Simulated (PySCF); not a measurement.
# Frontier orbitals and the lowest excitations

Compound: C5H8F2.
Z-matrix (Å and degrees, GFN2-xTB geometry), rows numbered from 1:
```
F 
C   1  1.3578
F   2  1.3577  1  105.96
C   2  1.5156  1  110.93  3  -120.67
C   4  1.5392  2  113.19  1   -71.05
C   5  1.5374  4   89.86  2  -108.34
C   6  1.5374  5   89.77  4    -7.08
H   2  1.1014  1  107.54  3   114.82
H   4  1.0908  2  108.20  1    58.76
H   5  1.0868  4  112.99  2   135.82
H   5  1.0882  4  114.79  2    10.42
H   6  1.0871  5  115.20  4  -125.04
H   6  1.0876  5  113.56  4   108.68
H   7  1.0881  4  114.85  2   -10.53
H   7  1.0869  4  112.98  2  -136.00
```

Computed with PySCF 2.14.0, density-fitted response routines, TDDFT PBE0/def2-SVPD, vertical, gas phase, core orbitals frozen in the response.

Kohn–Sham orbitals with the atoms that hold most of them (Löwdin shares over 4%, at most four atoms; ? is withheld):

| orbital | ε (eV) | atoms |
| --- | --- | --- |
| LUMO+2 | 1.18 | C5 11%, C7 11%, H14 9%, H11 9% |
| LUMO+1 | 1.04 | H9 15%, H8 11%, H15 9%, H10 9% |
| LUMO | 0.67 | C6 17%, C7 11%, C5 10%, H13 10% |
| HOMO | ? | ? |
| HOMO-1 | -9.06 | ? |
| HOMO-2 | -9.11 | C6 19%, C4 18%, C5 13%, C7 13% |
| HOMO-3 | -10.15 | C6 15%, F3 14%, F1 14%, C2 12% |

Which atoms hold the HOMO, and with what shares?

C4 (bonded to 3 C and H) 17%; C6 (bonded to 2 C and 2 H) 13%; C2 (bonded to C, 2 F and H) 12%; C5 (bonded to 2 C and 2 H) 10%.

Give the leading atoms of the HOMO-1.

C7 (bonded to 2 C and 2 H) 24%; C5 (bonded to 2 C and 2 H) 24%; C6 (bonded to 2 C and 2 H) 15%; C4 (bonded to 3 C and H) 14%.

What is the HOMO energy, and the HOMO–LUMO gap?

ε(HOMO) = -8.95 eV; the gap is 9.62 eV (0.3534 hartree).

How does S1 compare with the orbital gap of 9.62 eV?

S1 is at 8.43 eV (f = 0.023), 1.18 eV below the gap, made of HOMO→LUMO (96%). 

Give energy, strength and leading configuration of S1, S2, S3, S4, S5 and S7, and follow the Löwdin shares of the leading atoms from the occupied to the empty orbital.

- S1 (8.43 eV, f 0.023), HOMO→LUMO (96%): C4 17% → at most 10%, C6 13% → 17%, C7 at most 11% → 11%
- S2 (8.49 eV, f 0.028), HOMO-1→LUMO (97%): C7 24% → 11%, C5 24% → 10%, C6 15% → 17%
- S3 (8.55 eV, f 0.0089), HOMO-2→LUMO (96%): C6 19% → 17%, C4 18% → at most 10%, C7 13% → 11%
- S4 (8.77 eV, f 0.0018), HOMO→LUMO+1 (89%): C4 17% → at most 10%, C6 13% → at most 10%, H9 at most 11% → 15%, H8 at most 11% → 11%
- S5 (8.82 eV, f 0.0000), HOMO-1→LUMO+1 (89%): C7 24% → at most 10%, C5 24% → at most 10%, H9 at most 15% → 15%, H8 at most 15% → 11%
- S7 (8.92 eV, f 0.0038), HOMO-2→LUMO+1 (85%): C6 19% → at most 10%, C4 18% → at most 10%, H9 at most 13% → 15%, H8 at most 13% → 11%

Löwdin shares depend on the basis, the more so with diffuse functions.

One conformer stands for the species.
